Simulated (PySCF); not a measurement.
SMILES CC1=CC(=O)[C@@H]1F, C$_{5}$H$_{5}$FO

Geometry (Å), atoms numbered from 1 in this order:
```xyz
12

C     1.652   -0.331   -0.410
C     0.241   -0.207   -0.017
C    -0.774   -1.054    0.254
C    -1.752    0.025    0.424
O    -2.926    0.131    0.608
C    -0.592    1.046    0.194
F    -0.710    1.864   -0.903
H     1.944   -1.375   -0.500
H     2.288    0.166    0.323
H     1.806    0.173   -1.365
H    -0.848   -2.124    0.324
H    -0.327    1.683    1.042
```

Method used: PySCF, TDDFT B3LYP/aug-cc-pVDZ excited states, vertical, gas phase. Geometry: GFN2-xTB.

Question: How strongly do the lowest singlets absorb one photon, and two photons of half the energy?

Answer: δ for parallel linear polarisation; σ at the peak of a Lorentzian of half width 0.1 eV, single beam; Ω is circular over linear.
```csv
state,E (eV),f,photon λ (nm),δ (au),σ (GM),Ω,main
S1,3.85,0.000,644,0.26,0.00,0.83,HOMO→LUMO 0.97
S2,5.53,0.004,448,8.66,0.10,1.15,"HOMO→LUMO+2 0.53, HOMO→LUMO+1 0.35"
S3,5.95,0.005,417,16.9,0.22,1.16,"HOMO→LUMO+1 0.61, HOMO→LUMO+2 0.30"
S4,6.24,0.242,397,36.5,0.52,0.22,"HOMO−1→LUMO 0.73, HOMO−2→LUMO 0.19"
S5,6.42,0.071,386,17.5,0.27,0.21,"HOMO−2→LUMO 0.79, HOMO−1→LUMO 0.15"
```

Among these, the strongest one-photon state is S4, the strongest two-photon state S4, with a dipole change of 0.8 D (relaxed, norm of the difference vector).
